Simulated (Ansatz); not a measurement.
Reaction (formal exchange of groups at the Se–Si bond): `F[SiH]([GaH2])[SeH]` + `[CH3][InH][Cl]` → `[CH3][In]([Cl])[SeH]` + `F[SiH2][GaH2]`

Program: Ansatz. Geometries: PBE0-D4/def2-TZVP. ΔE: electronic, gas phase. CCSD(T)/CBS adds triple-zeta CCSD(T) − MP2 to the extrapolated MP2 energy (def2 sets, frozen cores). DFT in def2-TZVPP. B3LYP here is the variant with VWN-RPA as its local correlation; programs differ in this. HSE06 is defined as in plane-wave codes. def2 core potentials past Kr. For Ga, In, Se outer-core shells are correlated without core-valence functions, which leaves a few kJ/mol of doubt a bond. Scalar relativity is left out up to krypton. Each species was taken in one conformer, which may not be the lowest.

```json
{"level": "PBE-D4", "ΔE (kJ/mol)": "-29.2", "difference from CCSD(T)/CBS": "11.8"}
{"level": "B3LYP-D4", "ΔE (kJ/mol)": "-37.6", "difference from CCSD(T)/CBS": "3.4"}
{"level": "B3LYP", "ΔE (kJ/mol)": "-42.6", "difference from CCSD(T)/CBS": "-1.6"}
{"level": "HSE06", "ΔE (kJ/mol)": "-35.8", "difference from CCSD(T)/CBS": "5.2"}
{"level": "LC-ωPBE", "ΔE (kJ/mol)": "-35.1", "difference from CCSD(T)/CBS": "5.9"}
{"level": "CCSD(T)/def2-SVP", "ΔE (kJ/mol)": "-51.8", "difference from CCSD(T)/CBS": "-10.8"}
{"level": "SCS-MP2/def2-TZVPP", "ΔE (kJ/mol)": "-44.3", "difference from CCSD(T)/CBS": "-3.3"}
{"level": "MP2/def2-QZVPP", "ΔE (kJ/mol)": "-42.2", "difference from CCSD(T)/CBS": "-1.2"}
{"level": "SCS-MP2/def2-QZVPP", "ΔE (kJ/mol)": "-44.5", "difference from CCSD(T)/CBS": "-3.5"}
{"level": "CCSD/CBS(def2)", "ΔE (kJ/mol)": "-42.8", "difference from CCSD(T)/CBS": "-1.8"}
{"level": "CCSD(T)/CBS", "ΔE (kJ/mol)": "-41.0", "difference from CCSD(T)/CBS": "0"}
```

(1) What do rigid-rotor, harmonic-oscillator terms from PBE0-D4/def2-TZVP frequencies (298.15 K, 1 bar) make of the CCSD(T)/CBS value? (An estimate is asked.)

Largest T1 diagnostic among the species: 0.013.

Results:

(1) The calculation gave: ΔZPE = +2.9 kJ/mol, ΔH = -37.4 kJ/mol, ΔS = 0 J/(mol·K), ΔG = -37.5 kJ/mol. Modes under 50 cm⁻¹ make the entropy rough.

From BLYP to BHLYP (50 % exact exchange), in def2-TZVPP and without D4, ΔE moves by −5.2 kJ/mol. The D4 term adds +5.0 kJ/mol with B3LYP and +2.3 kJ/mol with PBE0; it sums over pairs of atoms, weighted by their polarisabilities, and B3LYP, whose exchange is more repulsive, gets the larger term. In def2-TZVPP, CCSD(T) changes the Hartree–Fock value by +14.8 kJ/mol (the triples alone add +1.8 kJ/mol) and MP2 by +13.3 kJ/mol.

CCSD(T)/CBS has its own doubt, a few kJ/mol and more with outer-core shells, so smaller differences from it don't rank the levels.
